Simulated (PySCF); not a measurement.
silylarsine (AsH5Si), SMILES [SiH3][AsH2].

The structure is a stationary point at PBE-D3(BJ)/def2-TZVP.

Two levels are set side by side: TDA-PBE/def2-SVPD (PySCF) and TDA-ωB97X/def2-SVPD (PySCF). Vertical, same geometry. The lowest singlet is HOMO→LUMO+1 96 % with PBE and HOMO→LUMO+2 91 % with the other functional; states are paired by order. Differences are taken from unrounded values.

| quantity | TDA-ωB97X | TDA-PBE | TDA-PBE minus TDA-ωB97X |
|---|---|---|---|
| lowest singlet excitation (eV) | 6.60 | 6.04 | -0.56 |
| lowest triplet excitation (TDA) (eV) | 5.68 | 5.24 | -0.44 |
| first bright state (f over 0.05) (eV) | 6.70 | 6.34 | -0.36 |
| its oscillator strength | 0.08 | 0.19 | 0.12 |

A lower first singlet is the usual sign of a functional without exact exchange. Differences between two approximate levels are no errors against the true value.

Rough cost on one machine, each run with all the roots and properties that it gave: TDA-ωB97X against TDA-PBE about 4 times.
